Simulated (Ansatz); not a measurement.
`[OH][SnH2][Cl]` + H₂ → `[Cl][SnH3]` + H₂O at 298.15 K and 1 bar (hydrogenolysis of the Sn–O bond).

Calculated with Ansatz (gas phase, PBE0-D4/def2-TZVP geometries, no zero-point term in ΔE). CCSD(T)/CBS adds triple-zeta CCSD(T) − MP2 to the extrapolated MP2 energy (def2 sets, frozen cores). This one scheme is used for every species. def2 core potentials past Kr. For Sn outer-core shells are correlated without core-valence functions, which leaves a few kJ/mol of doubt a bond. One conformer a species, not always the lowest.

```
         species  CCSD(T)/CBS energy (Eh)  H − E (kJ/mol)  S (J/(mol·K))
`[OH][SnH2][Cl]`               -750.83217            90.2          320.9
              H₂                 -1.17544            35.1          130.4
    `[Cl][SnH3]`               -675.62576            69.1          276.0
             H₂O                -76.37941            66.4          188.7
```

H − E and S are ideal-gas, rigid-rotor, harmonic terms from PBE0-D4/def2-TZVP, for one conformer and one mirror image of each species. The MP2-based limit puts H₂ 0.8 mEh under its directly extrapolated value; such offsets cancel only in part. 1 Eh = 2625.50 kJ/mol, R = 8.31446 J/(mol·K).

Task: By hand: ΔE, ΔH, ΔS and ΔG.

Result: ΔE = (-675.62576) + (-76.37941) − (-750.83217) − (-1.17544) = 0.00244 Eh = 6.4 kJ/mol. Δ(H − E) = 69.1 + 66.4 − 90.2 − 35.1 = 10.2, so ΔH = 16.6 kJ/mol. ΔS = 276.0 + 188.7 − 320.9 − 130.4 = 13.4 J/(mol·K). ΔG = 16.6 − 298.15 × (13.4)/1000 = 12.6 kJ/mol.

Task: By hand: the equilibrium constant, and the temperature at which ΔG would vanish if ΔH and ΔS stayed fixed.

Result: log₁₀ K = −ΔG/(RT ln 10) = -2.2. ΔG = 0 at ΔH/ΔS = 1239 K, though so small a ΔS makes that figure unsure.

The number of gas molecules stays the same, so ΔS is small and ΔH decides. A doubt of 5 kJ/mol in ΔE shifts log₁₀ K by 0.9 here. Other conformers and mirror images would add mixing entropy, several J/(mol·K) or more a flexible species. These are equilibria of isolated gas molecules and say nothing of rates. Largest T1 diagnostic: 0.013 (customary marks: 0.02 for closed shells, 0.045 for open ones).
